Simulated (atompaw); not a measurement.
**Building the PAW (atompaw) potential for platinum (Pt) (PBE, scalar-relativistic).**

- Element: Pt
- Generator: atompaw 4.2.0.5
- Type: PAW
- Functional: PBE
- Relativity: scalar-relativistic
- Frozen core: [Kr] 4d10 4f14
- Valence charge: 18
- Reference configuration: 5s2 5p6 5d9.5 6s0.5 6p0
- Partial waves: 5s (bound): rc 1.55 bohr; 6s (bound): rc 2.20 bohr; 5p (bound): rc 2.05 bohr; 6p (bound, empty): rc 2.20 bohr; 5d (bound): rc 1.95 bohr; 5d channel at 1.35 Ry: rc 2.20 bohr
- Local potential: troulliermartins scheme with l = 3 at 1 Ry, radius 2.16 bohr
- Core correction: smooth core density matched at 2.10 bohr
- Augmentation charge: besselshape compensation charge, radius 1.75 bohr; PAW radius 2.20 bohr; waves and projectors: custom polynom gramschmidtortho

Poles of the logarithmic derivatives, all-electron (AE) and pseudo (PS). s: poles at -7.3, 3.8 (AE) and -7.3, 2.6 (PS) Ry. p: poles at -3.9 (AE) and -3.9 (PS) Ry. d: poles at 0.5 (AE) and 0.5, 2.4 (PS) Ry. Test radius 2.21 bohr.

- Cutoffs needed: 40 Ry and 60 Ry (the cutoffs (Ry, on a coarse ladder) from which the occupation-weighted sum of valence levels, in a spherical-Bessel basis at the reference potential, stays within 10 and 1 mRy of its value at 400 Ry)
- Ghost test: no extra level below or beside the all-electron valence levels (s, p, d, f tested) (spherical-Bessel basis up to 400 Ry, 20 bohr box)
- Lowest eigenvalue of the overlap operator: 0.46 (s channel)
- Overlap eigenvalues printed by atompaw (projector basis): 0.295, 1.48, 1.52, 701, 1.15e+03, 3.46e+03
- Share of each valence orbital outside the PAW sphere: 5s 0 %, 6s 74 %, 5p 1 %, 6p 96 %, 5d 22 %
